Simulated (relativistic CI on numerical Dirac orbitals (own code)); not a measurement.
**What each ingredient does to the levels of P¹³⁺**

Base calculation: Dirac-Coulomb-Breit CI, separate exchange-only KLI orbitals for each configuration, model QED (radiative potential, 1s self-energy scaled to tabulated hydrogen-like ionisation energies), unscaled Slater integrals.

Configuration list: 1s², 1s2s, 1s2p, 1s3s, 1s3p, 1s3d, 1s4s, 1s4p, 1s4d, 1s4f, 1s5s, 1s5p, 1s5d, 1s5f, 1s5g, 1s6s, 1s6p, 1s6d. Levels of other configurations are missing.

The lowest level and the first level of each name with at least 55 % of one term (blank where a level has no safe partner in the second run):

```tsv
Level	Base (eV)	Shift (eV)
1s² ¹S0	0.00	0.00
1s2s ³S1	2123.32	-0.11
1s2p ³P°0	2138.62	-0.16
1s2p ³P°1	2138.92	-0.15
1s2s ¹S0	2139.90	+0.45
1s2p ³P°2	2140.12	-0.15
1s2p ¹P°1	2151.68	-0.01
1s3s ³S1	2511.98	+0.03
1s3p ³P°0	2516.19	0.00
1s3p ³P°1	2516.29	+0.01
1s3s ¹S0	2516.44	+0.13
1s3p ³P°2	2516.64	+0.01
1s3d ³D1	2518.93	+0.06
1s3d ³D2	2518.94	+0.06
```

At this charge energies of transitions that change n are usually good to better than 1 %, and those within a shell (Δn = 0) to a few per cent.

(1) One thing was changed in a second run, which moved the levels as shown. Which?
A. one mean potential for all configurations
B. configuration mixing switched off
C. Breit term removed
D. QED terms removed

Results:

(1) A. One mean potential for all configurations. One potential for all configurations removes the relaxation of the orbitals, which moves whole configurations and changes the integrals a little.

LS names give the leading component of a level, which can be under half, so a name can repeat, a term be missing and a line seem to break the LS rules.
